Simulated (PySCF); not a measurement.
A structure optimised at PBE0-D3(BJ)/def2-SVP, used in a PySCF frequency run:

```
O
C 1 1.4140
H 2 1.1008 1 107.02
H 2 1.1040 3 108.02 1 -121.31
H 2 1.1040 3 108.02 4 -117.39
Sn 1 1.9492 2 119.84 3 180.00
F 6 1.9188 1 110.10 2 -57.25
F 6 1.9188 7 104.33 1 -118.11
Cl 6 2.2979 7 110.35 8 -118.53
```
Charge 0, spin multiplicity 1.

Task: Write its SMILES, formula and point group.

Result: C[O][Sn]([F])([F])[Cl], CH₃ClF₂OSn, Cs

Task: What are its rotational constants (standard atomic weights)?

Result: 2.3695, 1.2684, 1.1645 GHz
